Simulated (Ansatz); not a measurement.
Isolated molecules relaxed with PBE0-D4/def2-TZVP in Ansatz; ΔE leaves out vibrations. CCSD(T)/CBS adds triple-zeta CCSD(T) − MP2 to the extrapolated MP2 energy (def2 sets, frozen cores). DFT in def2-TZVPP. Open shells (•) are unrestricted, without spin–orbit coupling. Each species was taken in one conformer, which may not be the lowest.

`FC(F)(Cl)C(F)(Cl)Cl` → `F[C](Cl)Cl`• + `F[C](F)Cl`•  (homolysis of the C–C bond)

CCSD(T)/CBS gives +88.4 kcal/mol.

Task: Another level gave +76.2 kcal/mol. Which?
A. CAM-B3LYP-D4/def2-TZVPP
B. HF/def2-TZVPP
C. r2SCAN/def2-TZVPP
D. PBE0/def2-TZVPP

Result: C. r2SCAN 76.2, PBE0 77.2, HF/def2-TZVPP 54.6, CAM-B3LYP-D4 80.2 kcal/mol.

Largest T1 diagnostic among the species: 0.015.

In def2-TZVPP, CCSD(T) changes the Hartree–Fock value by +31.2 kcal/mol (the triples alone add +2.8 kcal/mol) and MP2 by +36.8 kcal/mol; breaking electron pairs costs correlation energy, which Hartree–Fock lacks. The D4 term adds +5.6 kcal/mol with B3LYP and +3.0 kcal/mol with PBE0; it sums over pairs of atoms, weighted by their polarisabilities, and B3LYP, whose exchange is more repulsive, gets the larger term.

B3LYP here is the variant with VWN-RPA as its local correlation; programs differ in this.
